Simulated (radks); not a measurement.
Coulomb parameter of the 4f shell of the dysprosium ion Dy2+ in the model configuration [Xe] 4f9 5d1, as a second difference U = [E(n + 0.25) + E(n - 0.25) - 2 E(n)] / (0.25)^2 with all orbitals relaxed. "Bare": the charge of the atom changes with n. "Screened": the 5d shell takes up the change at fixed total charge, which measures U(4f,4f) + U(5d,5d) - 2 U(4f,5d). Calculated with a radial shooting solver on a logarithmic mesh with Libxc functionals: scalar-relativistic Kohn-Sham, BLYP, spin-unpolarised, spherical densities, finite nucleus; Fermi nuclear charge, rms radius 5.2218 fm.

| case | configuration | E - E(n) (eV) |
|---|---|---|
| start | [Xe] 4f9 5d1 | 0.000 |
| bare +0.25 | [Xe] 4f9.25 5d1 | -5.256 |
| bare -0.25 | [Xe] 4f8.75 5d1 | 6.332 |
| screened +0.25 | [Xe] 4f9.25 5d0.75 | -1.835 |
| screened -0.25 | [Xe] 4f8.75 5d1.25 | 2.151 |

U(bare) = 17.212 eV, U(screened by 5d) = 5.070 eV, against the Slater integral F0(4f,4f) = 31.284 eV with frozen orbitals.
